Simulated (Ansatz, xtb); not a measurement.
## Two isomers of C5H4BNO

We compare I, `Bc1cc(C#N)co1`, a singlet, with II, `Bc1ccoc1C#N`, a singlet. Both are isolated molecules in the gas phase, relaxed with B3LYP/def2-SVP; the shapes shown needn't be the lowest conformers.

I (Å):

| atom | x (Å) | y (Å) | z (Å) |
| --- | --- | --- | --- |
| C | -0.3973 | -1.5467 | -2.1254 |
| C | -0.4282 | -1.7402 | -0.7552 |
| C | 0.6666 | -1.0179 | -0.1928 |
| C | 1.0442 | -0.9156 | 1.1775 |
| C | 1.3023 | -0.4232 | -1.2713 |
| B | -1.2862 | -2.0494 | -3.2519 |
| N | 1.3485 | -0.8347 | 2.2949 |
| O | 0.6899 | -0.7247 | -2.4053 |
| H | -2.2174 | -2.7586 | -2.9699 |
| H | -1.0613 | -1.7439 | -4.3933 |
| H | -1.1594 | -2.3371 | -0.2143 |
| H | 2.1796 | 0.2188 | -1.3265 |

II (Å):

```json
{"atom": "C", "x (Å)": "-0.3723", "y (Å)": "-1.5681", "z (Å)": "-1.3085"}
{"atom": "C", "x (Å)": "0.4484", "y (Å)": "-2.7543", "z (Å)": "-1.3629"}
{"atom": "C", "x (Å)": "1.7480", "y (Å)": "-2.3477", "z (Å)": "-1.3144"}
{"atom": "C", "x (Å)": "0.5494", "y (Å)": "-0.5270", "z (Å)": "-1.2299"}
{"atom": "C", "x (Å)": "0.3752", "y (Å)": "0.8819", "z (Å)": "-1.1502"}
{"atom": "B", "x (Å)": "-1.9031", "y (Å)": "-1.4385", "z (Å)": "-1.3296"}
{"atom": "N", "x (Å)": "0.2240", "y (Å)": "2.0316", "z (Å)": "-1.0854"}
{"atom": "O", "x (Å)": "1.8170", "y (Å)": "-0.9918", "z (Å)": "-1.2333"}
{"atom": "H", "x (Å)": "-2.5886", "y (Å)": "-2.4273", "z (Å)": "-1.4006"}
{"atom": "H", "x (Å)": "-2.4181", "y (Å)": "-0.3516", "z (Å)": "-1.2754"}
{"atom": "H", "x (Å)": "0.0913", "y (Å)": "-3.7798", "z (Å)": "-1.4301"}
{"atom": "H", "x (Å)": "2.7027", "y (Å)": "-2.8669", "z (Å)": "-1.3270"}
```

Task: Estimate E(II) − E(I) at the level CCSD(T)/def2-SVP + ΔMP2/def2-TZVPP.

Result: Calculated at CCSD(T)/def2-SVP + ΔMP2/def2-TZVPP: E(II) − E(I) = +4.4 kcal/mol, so structure I lies lower.

How the difference moves with the method:

```json
{"level": "GFN2-xTB", "geometry": "GFN2-xTB", "E(II) − E(I) (kcal/mol)": "+3.7", "departure from the last row (kcal/mol)": "−0.7", "job, with rough time for the two": "optimisation, 0.13 s"}
{"level": "HF/STO-3G", "geometry": "GFN2-xTB", "E(II) − E(I) (kcal/mol)": "+4.9", "departure from the last row (kcal/mol)": "+0.5", "job, with rough time for the two": "single point, 0.38 s"}
{"level": "r2SCAN-D4/def2-SVP", "geometry": "GFN2-xTB", "E(II) − E(I) (kcal/mol)": "+5.0", "departure from the last row (kcal/mol)": "+0.6", "job, with rough time for the two": "single point, 3.1 s"}
{"level": "B3LYP/def2-SVP", "geometry": "B3LYP/def2-SVP", "E(II) − E(I) (kcal/mol)": "+5.2", "departure from the last row (kcal/mol)": "+0.9", "job, with rough time for the two": "optimisation, 31 s"}
{"level": "HF/def2-SVP", "geometry": "B3LYP/def2-SVP", "E(II) − E(I) (kcal/mol)": "+6.0", "departure from the last row (kcal/mol)": "+1.6", "job, with rough time for the two": "part of the CCSD(T) run"}
{"level": "MP2/def2-SVP", "geometry": "B3LYP/def2-SVP", "E(II) − E(I) (kcal/mol)": "+3.8", "departure from the last row (kcal/mol)": "−0.6", "job, with rough time for the two": "part of the CCSD(T) run"}
{"level": "CCSD(T)/def2-SVP", "geometry": "B3LYP/def2-SVP", "E(II) − E(I) (kcal/mol)": "+4.5", "departure from the last row (kcal/mol)": "+0.1", "job, with rough time for the two": "single point"}
{"level": "CCSD(T)/def2-SVP + ΔMP2/def2-TZVPP", "geometry": "B3LYP/def2-SVP", "E(II) − E(I) (kcal/mol)": "+4.4", "departure from the last row (kcal/mol)": "", "job, with rough time for the two": "single point, 43 s"}
```

As drawn, both hold the same kinds of bond in the same numbers.

The levels shown agree on the order. The largest departure from CCSD(T)/def2-SVP + ΔMP2/def2-TZVPP is that of HF/def2-SVP, 1.6 kcal/mol. The last row adds to CCSD(T) the change of the MP2 difference between the two basis sets, here −0.1 kcal/mol.

With thermal terms from frequencies at re-optimised GFN2-xTB minima (ideal gas, soft modes damped towards free rotors, one conformer each, 298.15 K, 1 atm): the zero-point term adds −0.1 kcal/mol; ΔH is +4.3 and ΔG +4.2 kcal/mol.

The correlated steps freeze 8 core orbitals. Programs: Ansatz 0.2.0, xtb 6.7.1; the last row on 2 threads of Intel(R) Xeon(R) 6975P-C (Granite Rapids) on a shared host.
